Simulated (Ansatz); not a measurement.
This geometry of AlFH$_{6}$OSi (10 atoms, charge 0, multiplicity 1) is a first-order saddle point.

Method: RHF/def2-SVP in Ansatz.

```xyz
10
Properties=species:S:1:pos:R:3
Al -0.092 0.317 -0.006
O -0.585 0.254 1.765
Si -1.363 -0.494 3.027
H -1.755 -1.853 2.600
H -0.448 -0.572 4.185
H -2.565 0.278 3.404
H 1.057 -0.684 -0.386
H -1.247 0.754 -0.977
F 0.637 1.842 0.860
H 0.107 1.316 1.644
```

Task: Which two structures does it join? (They come from a converged band through this point; their orientation in space is the band's.)

Result: Bonds broken: F9–H10. Bonds formed: O2–H10.

Image 0:

```xyz
10
Properties=species:S:1:pos:R:3
Al -0.046 0.067 0.105
O -0.653 0.129 1.737
Si -1.370 -0.519 3.058
H -2.429 -1.478 2.665
H -0.382 -1.232 3.901
H -1.981 0.561 3.868
H 1.393 -0.537 -0.098
H -1.110 0.156 -1.051
F 0.339 2.057 0.543
H -0.015 1.955 1.389
```

Image 6:

```xyz
10
Properties=species:S:1:pos:R:3
Al -0.008 0.365 -0.047
O -0.538 0.550 1.866
Si -1.310 -0.429 3.031
H -1.779 -1.602 2.285
H -0.323 -0.780 4.067
H -2.416 0.350 3.613
H 0.952 -0.894 -0.037
H -1.388 0.325 -0.824
F 0.743 1.872 0.049
H -0.188 1.402 2.115
```

Task: How far does it lie above each of them?

Result: 0.169 eV above the first and 0.931 eV above the second. This is the barrier of this one path; another mechanism may lie lower. The orbitals stay closed-shell, which can raise the energy where a bond breaks towards radicals; this wasn't checked here.

The run took 2.9 min on 1 thread of Arm Neoverse V2, with other jobs on the host, peak memory 0.17 GiB.
